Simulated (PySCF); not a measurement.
## Spinor energies of P³⁺ (phosphorus, charge +3)

Start: [Ne] 3s2. Calculated with PySCF 2.14 in an even-tempered Gaussian basis (21 s from 0.092 bohr⁻², ratio 2.4; 14 p from 0.12 bohr⁻², ratio 2.4; 5 d from 0.68 bohr⁻², ratio 2.6; 5 f from 1 bohr⁻², ratio 2.6): generalised Hartree-Fock with the X2C-1e Hamiltonian and a Gaussian nucleus; one run each with spin-orbit coupling (SO) switched off, then screened by Boettger's factors.

```csv
spinor shell,electrons,"ε, spin-free (eV)","ε, screened SO (eV)",weight of nominal j (screened SO),"rms radius, screened SO (bohr)"
1s1/2,2,-2222.3,-2222.3,1.000,0.120
2s1/2,2,-244.27,-244.27,1.000,0.558
2p1/2,2,-185.62,-186.28,1.000,0.537
3s1/2,2,-50.001,-50.001,1.000,1.81
```

(1) Where does 2p3/2 lie, and what is the 2p spin-orbit splitting (screened SO)?

```
   quantity   spin-free  screened SO
E (hartree)  -339.38185   -339.38230
        M_J           0            0
       ⟨J²⟩       0.000        0.000
       ⟨L²⟩       0.000        0.000
       ⟨S²⟩       0.000        0.000
```

Without spin-orbit coupling the j labels of p, d and f shells carry no meaning; the spin-free column gives the mean over the occupied spinors of each nl shell.

## Answers

(1) At -185.30 eV, 0.985 eV above 2p1/2.
